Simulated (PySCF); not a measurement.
Species: CH5B2F2N.
Bonds: N1–B2, B2–C3, C3–B4, B4–F5, B4–F6. Hydrogens: H7, H8 on N1; H9 on B2; H10, H11 on C3.

Torsions of this conformer, `[NH2:1][BH:2][CH2:3][B:4]([F:5])[F:6]`: N1–B2–C3–B4 70°, B2–C3–B4–F5 -77°, H–N1–B2–C3 -3°, H–N1–B2–C3 180°.

The closed-shell ground state was solved at several levels (PySCF, density fitting, gas phase, non-relativistic). The structure is a single GFN2-xTB conformer in the gas phase; no vibrational or solvent corrections.

```tsv
level	basis functions	HOMO (eV)	LUMO (eV)	gap (eV)	dipole (D)
B3LYP/pcJ-1	212	-8.37	-0.31	8.06	2.55
PBE0/pcSseg-1	127	-8.65	-0.09	8.56	2.53
```

**Question.** Estimate the row for B3LYP/def2-SVPD, a basis of 166 functions; the other rows only guide the guess.

**Answer.** HOMO -8.46 eV, LUMO -0.52 eV, gap 7.94 eV, dipole 2.47 D.

**Question.** Over all these levels, which gives the widest orbital gap and which the narrowest?

**Answer.** PBE0/pcSseg-1 (global hybrid, 25 % exact exchange) has the widest, 8.56 eV, and B3LYP/def2-SVPD (global hybrid, 20 % exact exchange) the narrowest, 7.94 eV. Functional and basis both differ between the two, so the spread mixes both effects.

**Question.** How far do the dipole and the HOMO energy spread over the levels?

**Answer.** The dipole runs from 2.47 to 2.55 D (mean 2.52 D) and the HOMO from -8.65 to -8.37 eV.
